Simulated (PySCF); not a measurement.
Vibration and rotation of HfF

PBE0 constants of HfF, ²Δ (doublet), unpaired electrons δ ↑ (Hf cc-pVDZ-PP with ECP60, F cc-pVDZ; scalar-relativistic core potentials (PySCF 2.14); masses 179.9465 and 18.9984 u):

```
ωe   : 689.2 cm⁻¹
ωexe : 2.6 cm⁻¹
Be   : 0.28353 cm⁻¹
αe   : 0.00145 cm⁻¹
```

Task: What force constant and bond length do these constants imply?

Result: Reduced mass μred = 17.184 u; k = 5.8918×10⁻⁷·μred·ωe² (u, cm⁻¹, mdyn/Å) = 4.81 mdyn/Å; Re = √(16.8576/(μred·Be)) (u, cm⁻¹, Å) = 1.860 Å.

Task: Estimate the centrifugal constant D from the Kratzer relation and find the Dunham coefficient a1.

Result: D = 4Be³/ωe² = 1.92e-07 cm⁻¹; a1 = −1 − αeωe/(6Be²) = -3.07.

De is left out where the level can put another filling of the metal’s s and d shells below the measured ground configuration, by anything from nothing to about 1 eV. These are scalar-relativistic numbers at best; spin–orbit coupling would shift them, the dissociation energy most. The state is the lowest single determinant that the PBE0 search found; with open d or f shells the true ground state can be another one.
